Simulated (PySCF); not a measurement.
Input of a run (PBE0-D3(BJ)/def2-SVP geometry optimisation, gas phase (PySCF 2.14.0)), started from GFN2-xTB:
```
{"job": {"xc": "PBE0", "basis": "def2-SVP", "d3": "d3bj", "grid": 1, "kind": "geom"}, "charge": 0, "multiplicity": 1}
C      1.964209    -0.172264     0.625735
C      0.783360     0.527765     0.068801
F      1.029688     1.812063    -0.246739
C     -0.458174     0.047462    -0.151561
C     -1.553115     0.893689    -0.725614
C     -0.712252    -1.343585     0.190353
O      0.049739    -2.142741     0.644811
Cl    -2.378324    -1.853885    -0.134228
H      1.742732    -0.566024     1.616878
H      2.227319    -1.026477     0.003123
H      2.803644     0.516691     0.680819
H     -1.918652     0.460757    -1.654726
H     -1.191799     1.898434    -0.923607
H     -2.389053     0.947643    -0.031146
```

Output (energies in Eh, forces in Eh/bohr):
```
step   0  E = -828.44251613  max force = 0.011987
step   1  E = -828.44322364  max force = 0.004670
step   2  E = -828.44359759  max force = 0.003043
step   3  E = -828.44350698  max force = 0.004013
step   4  E = -828.44370015  max force = 0.002626
step   5  E = -828.44374899  max force = 0.001062
step   6  E = -828.44378191  max force = 0.001021
step   7  E = -828.44380988  max force = 0.000510
step   8  E = -828.44382355  max force = 0.000432
optimisation converged
```

Summarise the run.

The energy falls by 0.036 eV over 9 energy and gradient evaluations, the largest force component goes from 0.0120 to 4.3e-04 Eh/bohr, and the atoms move by 0.084 Å rms after alignment. The bond that changes most is C6–Cl8 (ends: acyl halide carbon; chlorine bonded to C), which lengthens by 0.023 Å. Bonds longer at the end by more than 0.005 Å: 9 of 13; shorter: 1. Among the dihedrals that turn most is H10–C1–C2–F3, from -120° to -130°. The energy rose by more than 1e-6 Eh at step 3. The first step brought 54 % of the lowering.

What are the final bond lengths?

C1–C2 1.485 Å, C2–F3 1.330 Å, C2=C4 1.356 Å, C4–C5 1.498 Å, C4–C6 1.468 Å, C6=O7 1.192 Å, C6–Cl8 1.796 Å, C1–H9 1.101 Å, C1–H10 1.098 Å, C1–H11 1.097 Å, C5–H12 1.099 Å, C5–H13 1.096 Å, C5–H14 1.101 Å. Numbering counts from 1 in the input's order; the species is `C/C(F)=C(/C)C(=O)Cl`.

The run used 146 basis functions and 65 SCF cycles in all.

No PBE0-D3(BJ)/def2-SVP frequencies stand behind this structure, so it isn't proved a minimum. One conformer, not necessarily the lowest.
